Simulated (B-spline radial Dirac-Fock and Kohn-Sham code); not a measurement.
**Run log: Ne**

ΔSCF core binding energies without Breit or QED terms, calculated with a radial finite-basis atomic code. Keys: rel is the Hamiltonian (dirac, or spin-free x2c and nr, where L3 and M5 stand for the whole 2p and 3d shells), method is hf or an exchange,correlation pair (spin-unpolarised, also for the hole states), nuc the nuclear model, radius_factor scales its radius, rmax is the box in bohr, h the logarithmic mesh step, order the B-spline order, points the quadrature points per cell, c_factor scales the speed of light, and damp, ndamp, maxit and tol steer the iteration. The run stops when the commutator error falls below 10·tol·max(1, Z/10), or the numerical noise floor, and the energy has settled to about 1e-8 Ha; the virial ratio is −V/T.

Input (task.json):

```json
{"items": [{"Z": 10, "q": 0, "cfg": [[1, 0, 2], [2, 0, 2], [2, 1, 6]], "A": 20, "rrms": 3.0055, "do": "settings", "holes": ["K", "L3", "M5"],
  "settings": [{"rel": "dirac", "method": "hf", "nuc": "fermi", "radius_factor": 1.0, "rmax": 45.0, "h": 0.3, "order": 8, "points": 10, "c_factor": 1.0, "maxit": 3, "damp": 0.5, "ndamp": 3, "tol": 1e-08}]}]}
```

Command: `python xray2_run.py task.json out`

Ground-state iterations:

```
iter   energy (Ha)        error
   1     -128.43443998  3.89e-01
   2     -128.64383050  5.54e-02
   3     -128.68872721  1.37e-02
```

The ground state had not converged after 3 iterations, with total energy -128.68873 Ha, virial ratio 1.99262 and highest orbital energy -22.17 eV. ΔSCF binding energies: K (1s) 872.1 eV, L3 (2p3/2) 20.65 eV (not all states converged, so these are not final). Holes are computed only in closed shells, and unreliable hole states are left out.

Problem. One setting is unsound. Which, and why?

Solution. maxit ends the run before self-consistency. With the default settings (Dirac Hartree-Fock): The ground state converged in 9 iterations, with total energy -128.69193 Ha, virial ratio 1.99775 and highest orbital energy -23.08 eV. ΔSCF binding energies: K (1s) 869.8 eV, L3 (2p3/2) 19.79 eV. Holes are computed only in closed shells, and unreliable hole states are left out.
